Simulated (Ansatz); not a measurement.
AlPCl₃F₃⁺, that is Al(PF3)Cl3 with one electron fewer, relaxed as a doublet with UKS PBE-D4/def2-SVP in Ansatz, starting from the PBE-D4/def2-SVP geometry of the neutral singlet. Force threshold 0.02 eV/Å.

Start:

```xyz
8

Al    1.253   -0.083   -0.719
P    -0.919    0.062    0.528
F    -1.191   -1.029    1.656
F    -2.262   -0.060   -0.320
F    -1.213    1.398    1.343
Cl    0.899    1.581   -1.975
Cl    0.938   -2.028   -1.486
Cl    2.495    0.160    0.974
```

(1) Estimate the energy that the relaxation releases and the steps that it takes.

(2) Does the start keep its bonding and symmetry?

(3) Predict the relaxed structure.

Results:

(1) 14.0 kJ/mol, in 5 steps; 12 s on 4 threads of Intel Xeon on a shared host. No frequencies were taken in this run, so the end may be a saddle point.

(2) By distances, no bond broke or formed. The bond that changes most is Al1–P2, from 2.51 to 2.48 Å (atoms count from 1). Point group C3v at the start, C3v at the end, both within 0.05 Å.

(3) 
```xyz
8

Al    1.130   -0.075   -0.649
P    -1.013    0.067    0.581
F    -1.219   -1.037    1.682
F    -2.301   -0.061   -0.312
F    -1.241    1.413    1.362
Cl    1.009    1.556   -2.019
Cl    1.047   -2.012   -1.539
Cl    2.588    0.149    0.894
```
Bond lengths: 3 × Al–Cl 2.13 Å; 3 × F–P 1.57 Å; 1 × Al–P 2.48 Å.
